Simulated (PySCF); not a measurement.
# MF cations for M along the fourth-period p block

HF with double-zeta basis sets in PySCF, for the lowest determinant that a PBE0 search found; no spin–orbit coupling. De refers to high-spin ground-configuration atoms (the charge goes to the atom of lower measured ionisation energy or higher electron affinity, which is not always the lowest computed limit). A positive dipole points towards F; it is taken about the centre of mass and depends on that origin.

```
 M               basis  reference  charged atom  state (unpaired electrons)  Re (Å)  ωe (cm⁻¹)  De (eV)  μ (D)
Ga         aug-pcseg-1        UHF           Ga+               doublet (σ ↑)   1.696        794     0.57  -4.36
Ge  cc-pVDZ-PP/cc-pVDZ        RHF           Ge+      singlet (closed shell)   1.688        832     3.26  -3.43
As             pcseg-1        UHF           As+               doublet (π ↑)   1.682        842     1.94  -3.09
```

The shortest bond is that of AsF⁺ (1.682 Å), the longest that of GaF⁺ (1.696 Å). GeF⁺ is bound most strongly (3.26 eV) and GaF⁺ least (0.57 eV).

The rows differ in basis set, which adds steps of its own.

The state changes along the series, so neighbouring rows are not always alike in their bonding.

Spin–orbit coupling is left out. For an ion De counts to the pair picked by the measured ionisation energies or electron affinities, which need not be the lowest pair at this level. Where the molecule has an RHF reference, its open-shell atoms are computed with UHF. Hartree–Fock leaves out correlation, which carries a large part of most bond energies and some tenths to 1 eV of ionisation energies. States were picked by a PBE0 search and need not be the measured ground states.
